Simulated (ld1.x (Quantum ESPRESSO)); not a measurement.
# How hard is this gold TM semilocal potential?

Au, norm-conserving Troullier–Martins (semilocal form), made with ld1.x (Quantum ESPRESSO) 7.5 (PBEsol, non-relativistic). Core [Xe] 4f14, reference 5d10 6s1 6p0. Waves: 6p (bound, empty): rc 3.95 bohr; 5d (bound): rc 1.60 bohr; 6s (bound): rc 2.40 bohr. Local part: the s channel. Core correction: a·sin(br)/r model core inside 1.35 bohr.

The pseudo-atom Hamiltonian at the reference potential is diagonalised in spherical Bessel functions j_l(qr) that vanish at 20 bohr, with q² up to the cutoff. All-electron valence levels (Ry): 6p -0.0557, 5d -0.5944, 6s -0.3036.

Task: How do the lowest levels (Ry) of each channel move with the cutoff, and are there ghosts?

Result:

```
cutoff (Ry)     p #1     d #1    d #2     s #1  Σ f·Δε (mRy)
          8  -0.0556   0.0350  0.0849  -0.2999        6297.5
         15  -0.0556  -0.2346  0.0629  -0.3027        3599.4
         25  -0.0556  -0.5168  0.0612  -0.3035         776.3
         45  -0.0556  -0.5939  0.0609  -0.3036           5.4
         60  -0.0556  -0.5943  0.0609  -0.3036           1.3
         90  -0.0556  -0.5944  0.0609  -0.3036           0.1
        400  -0.0556  -0.5944  0.0609  -0.3036           0.0
```

Result: no extra level below or beside the all-electron valence levels (p, d, s tested); the semilocal form is local in each channel, so this says nothing of the separable form that plane-wave codes build from it; 10 mRy is reached at 45 Ry and 1 mRy at 70 Ry.

Its largest configuration-test error is -690 meV.
